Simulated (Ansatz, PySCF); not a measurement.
Dimer: C2H2 (SMILES C#C) (first 4 atoms) with CH3NO (SMILES NC=O); geometry from B3LYP-D3(BJ)/def2-TZVP, rigid monomers moved along the line of their centres of mass till H4···O7 is 2.01 Å.
(charge 0, multiplicity 1):
```xyz
10

C     -0.047     0.557    -0.602
C      0.310    -0.196     0.260
H     -0.354     1.208    -1.383
H      0.606    -0.831     1.069
N     -0.533     0.939     3.065
C      0.029    -0.141     3.652
O      0.581    -1.050     3.065
H     -0.513     1.036     2.060
H     -0.972     1.653     3.618
H     -0.062    -0.123     4.752
```

Monomers are frozen at their geometry in the pair; levels with a basis set take the counterpoise correction. Rows marked so take none.

Rows in 6-31G* carry no dispersion term and start afresh at each structure (6-31G* with six Cartesian d functions).

Programs: Ansatz (Gaussian basis) for Hartree–Fock, density functionals and correlated methods; PySCF for 6-31G* rows, the dispersion terms. Values without a source in brackets are computed.

Question: One of these levels gives -1.02 kcal/mol for the interaction energy. Name it.
(A) B3LYP/6-31G*
(B) B3LYP-D3(BJ)/def2-TZVPPD
(C) M06-2X/6-31G* (no counterpoise)
(D) HF/aug-cc-pVDZ

Answer: D, HF/aug-cc-pVDZ. The others give -2.69 (B3LYP/6-31G*), -4.42 (B3LYP-D3(BJ)/def2-TZVPPD), -6.59 (M06-2X/6-31G* (no counterpoise))

Ansatz is an electronic-structure program.
